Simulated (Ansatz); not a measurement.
Consider the isomerisation: `C=[C]1[SiH2][GeH2]1` → `C1=[CH][GeH2][SiH2]1`.

Calculated with Ansatz (gas phase, PBE0-D4/def2-TZVP geometries, no zero-point term in ΔE). CCSD(T)/CBS is the MP2 limit (def2-TZVPP, def2-QZVPP) plus CCSD(T) − MP2 in def2-TZVPP, frozen cores. For Ge outer-core shells are correlated without core-valence functions, which leaves a few kJ/mol of doubt a bond. Scalar relativity is left out up to krypton.

```json
{"species": "`C=[C]1[SiH2][GeH2]1`", "CCSD/def2-TZVPP energy (Eh)": "-2444.21641"}
{"species": "`C1=[CH][GeH2][SiH2]1`", "CCSD/def2-TZVPP energy (Eh)": "-2444.25526"}
```

Work out ΔE.

ΔE = (-2444.25526) − (-2444.21641) = -0.03885 Eh = -24.4 kcal/mol. CCSD(T)/CBS gives -23.5 kcal/mol.

Largest T1 diagnostic among the species: 0.013.

From PBE to PBE0 (25 % exact exchange), in def2-TZVPP and without D4, ΔE moves by −2.2 kcal/mol. In def2-TZVPP, CCSD(T) changes the Hartree–Fock value by +2.4 kcal/mol (the triples alone add +0.5 kcal/mol) and MP2 by +2.0 kcal/mol.
